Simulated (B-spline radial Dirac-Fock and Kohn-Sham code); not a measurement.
## Two-hole binding energies of Eu²⁺

System: europium as Eu²⁺ in the configuration [Xe] 4f6 5d1 (an excited configuration).

Method: multi-electron Dirac-Fock with separately optimised hole states, Breit and Lamb-shift corrections added in first order. Computed with a radial B-spline solver. U is the two-hole binding energy less the two single-hole energies, the effective repulsion of the holes after relaxation. Each two-hole energy is an average over J within one jj subconfiguration.

```
          holes  E(a) (eV)  E(b) (eV)  E(ab) (eV)  U (eV)
           1s⁻²    48543.3    48543.3     98182.7  1096.1
   1s⁻¹ 2p3/2⁻¹    48543.3     7003.8           ?       ?
   1s⁻¹ 3p1/2⁻¹    48543.3     1644.7     50281.7    93.8
   1s⁻¹ 3d5/2⁻¹    48543.3     1160.4     49781.6    77.9
           2s⁻²     8084.4     8084.4     16345.2   176.3
        2p1/2⁻²     7644.2     7644.2     15512.4   224.0
   2s⁻¹ 3p1/2⁻¹     8084.4     1644.7      9803.4    74.3
   2p1/2⁻¹ 3s⁻¹     7644.2     1833.9      9549.6    71.5
   2s⁻¹ 3d3/2⁻¹     8084.4     1188.5      9351.5    78.6
2p1/2⁻¹ 3p3/2⁻¹     7644.2     1511.9      9229.7    73.5
2p1/2⁻¹ 3d3/2⁻¹     7644.2     1188.5      8909.7    77.1
3p1/2⁻¹ 3p3/2⁻¹     1644.7     1511.9      3207.6    51.0
        3d3/2⁻²     1188.5     1188.5      2436.6    59.7
5p1/2⁻¹ 5p3/2⁻¹      48.25      44.12       105.2    12.9
```

Task: Give the missing two-hole energy and U.

Result: E(ab) = 55823.1 eV and U = 276.0 eV.
